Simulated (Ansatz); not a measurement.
One change: `C#[C][GeH2][F]` becomes `C#[C][GeH2][CH3]`.

Ansatz, PBE0-D4/def2-TZVP geometries, multiplicity 1. 

Scalar relativity is left out up to krypton.

```csv
property,`C#[C][GeH2][F]`
size of the dipole moment (ωB97M-V/def2-TZVPP) / D,2.26
HOMO–LUMO gap (PBE0/def2-TZVPP) / eV,7.75
HOMO–LUMO gap (B3LYP/def2-TZVPP) / eV,7.27
"ideal-gas entropy at 298 K and 1 bar (rigid rotor, harmonic PBE0-D4/def2-TZVP) / J/(mol·K)",313
HOMO–LUMO gap (ωB97M-V/def2-TZVPP) / eV,11.98
HOMO energy (PBE0/def2-TZVPP) / eV,-8.57
```

Question: What does the change do to each property? (Best estimate.)

Answer: Computed: 
```
                                                                                  property  `C#[C][GeH2][CH3]`  shift
                                        size of the dipole moment (ωB97M-V/def2-TZVPP) / D                0.76  -1.50
                                                      HOMO–LUMO gap (PBE0/def2-TZVPP) / eV                8.22   0.47
                                                     HOMO–LUMO gap (B3LYP/def2-TZVPP) / eV                7.73   0.46
ideal-gas entropy at 298 K and 1 bar (rigid rotor, harmonic PBE0-D4/def2-TZVP) / J/(mol·K)                 330     17
                                                   HOMO–LUMO gap (ωB97M-V/def2-TZVPP) / eV               12.26   0.28
                                                        HOMO energy (PBE0/def2-TZVPP) / eV               -7.99   0.58
```

With PBE0 the HOMO rises by 0.58 eV and the LUMO rises by 1.05 eV, so the gap widens by about 0.47 eV. PBE moves the HOMO by 0.55 eV and ωB97M-V by 0.58 eV. The zero-point energy changes by 89.6 kJ/mol with +9 modes. Dipoles are sizes alone; their direction can turn.

B3LYP here is the variant with VWN-RPA as its local correlation; programs differ in this.
